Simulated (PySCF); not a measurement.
# Correlation energy of O³⁺ (oxygen, charge +3)

[He] 2s2 2p1, 2P determinant. All numbers are calculated (PySCF 2.14, scalar relativity by spin-free X2C-1e, in cc-pVTZ-DK (4s3p2d1f, 30 functions)). Frozen: 1s2; 3 electrons correlated.

MP2 pair energies summed by pair of shells (mhartree):

```json
{"pair": "2s-2s", "energy": "-36.90", "share (%)": "60.5"}
{"pair": "2s-2p", "energy": "-24.07", "share (%)": "39.5"}
```

Total MP2 correlation energy: -60.96 mhartree.

Same-spin part -3.74 and opposite-spin part -57.23 mhartree; SCS-MP2 scales them by 1/3 and 6/5 to -69.92 mhartree.

```csv
level,correlation energy (mhartree)
CCSD,-90.34
(T),-0.94
CCSD(T),-91.28
```

Diagnostics: T1 = 0.0053, D1 = 0.0103, largest double amplitude 0.135.

Cost of the coupled-cluster step: 0.3 s of wall time on 1 thread of Neoverse-V1 (shared host), for 3 correlated electrons.
